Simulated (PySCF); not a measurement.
Spinor energies of As⁶⁺ (arsenic, charge +6)

Start: [Ar] 3d9; 3d3/2 filled at m_j = -3/2, -1/2, +1/2, +3/2; 3d5/2 filled at m_j = -3/2, -1/2, +1/2, +3/2, +5/2. Calculated with PySCF 2.14 in an even-tempered Gaussian basis (18 s from 0.27 bohr⁻², ratio 2.8; 13 p from 0.35 bohr⁻², ratio 2.8; 9 d from 0.35 bohr⁻², ratio 2.8; 4 f from 3 bohr⁻², ratio 3): generalised Hartree-Fock with the X2C-1e Hamiltonian and a Gaussian nucleus; spin-orbit coupling (SO) screened by Boettger's factors.

```csv
spinor shell,electrons,"ε, screened SO (eV)",weight of nominal j (screened SO),"rms radius, screened SO (bohr)"
1s1/2,2,-12047.0,1.000,0.0524
2s1/2,2,-1673.7,1.000,0.219
2p1/2,2,-1501.2,1.000,0.194
3s1/2,2,-321.69,1.000,0.633
3p1/2,2,-262.81,0.966,0.648
3p3/2,4,-255.12,0.983,0.658
3d3/2,4,-154.59,0.871,0.695
3d5/2,5,-152.73,0.896,0.700
```

**Question.** Where does 2p3/2 lie, and what is the 2p spin-orbit splitting (screened SO)?

**Answer.** At -1463.2 eV, 38.027 eV above 2p1/2.

| quantity | screened SO |
| --- | --- |
| E (hartree) | -2248.59672 |
| M_J | 5/2 |
| ⟨J²⟩ | 8.752 |
| ⟨L²⟩ | 6.004 |
| ⟨S²⟩ | 0.753 |

Each row is a mean over spinors that exchange with the open shell spreads, by up to 9.678 eV (3p3/2).

Rows whose weight is well below 1 are mixtures of j = l ± 1/2: exchange outweighs spin-orbit coupling there, and the label is only the starting occupation.
